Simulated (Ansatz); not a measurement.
Compare A (`NC[S][GeH3]`) with its isomer B (`[CH3][GeH]([NH2])[SH]`).

Computed with Ansatz on PBE0-D4/def2-TZVP structures; ΔE is electronic, products minus reactants. CBS: MP2 limit from def2 TZ/QZ plus the TZ coupled-cluster correction, frozen cores. DFT in def2-TZVPP. B3LYP here is the variant with VWN-RPA as its local correlation; programs differ in this. For Ge outer-core shells are correlated without core-valence functions, which leaves a few kJ/mol of doubt a bond. Scalar relativity is left out up to krypton. One conformer a species, not always the lowest.

A:

```xyz
11

N    -0.034   -0.823    1.170
C    -1.184   -0.405    0.406
S    -0.935    1.254   -0.293
Ge    1.085    0.900   -1.155
H    -0.123   -1.786    1.471
H     0.089   -0.238    1.987
H    -2.124   -0.330    0.968
H    -1.337   -1.116   -0.410
H     1.098   -0.476   -1.839
H     1.264    2.019   -2.196
H     2.202    1.000   -0.109
```

B:

Z-matrix (Å, degrees):
```
C
Ge 1 1.942
H 1 1.090 2 109.3
H 1 1.092 2 110.5 3 -120.1
H 1 1.090 2 110.2 3 119.8
N 2 1.834 1 107.2 3 55.5
S 2 2.230 1 112.6 3 -57.3
H 2 1.549 1 111.4 3 -177.0
H 6 1.010 2 114.8 1 178.8
H 6 1.011 2 115.0 1 50.7
H 7 1.342 2 93.9 1 -100.2
```

Which is lower in electronic energy at CCSD(T)/CBS, and by how much? (Best estimate.)

The calculation gave: B, by 127.0 kJ/mol.

Give E(B) − E(A) in kJ/mol with B3LYP-D4, CCSD/def2-TZVPP, CCSD(T)/def2-TZVPP, ωB97M-V, MP2/def2-TZVPP, B3LYP, r2SCAN-D4. (Estimate.)

Computed: B3LYP-D4 -118.8, CCSD/def2-TZVPP -129.9, CCSD(T)/def2-TZVPP -128.6, ωB97M-V -120.9, MP2/def2-TZVPP -134.4, B3LYP -120.9, r2SCAN-D4 -122.3. None reverses the order clearly.

Largest T1 diagnostic: 0.011.

From PBE to PBE0 (25 % exact exchange), in def2-TZVPP and without D4, E(B) − E(A) moves by −3.7 kJ/mol.
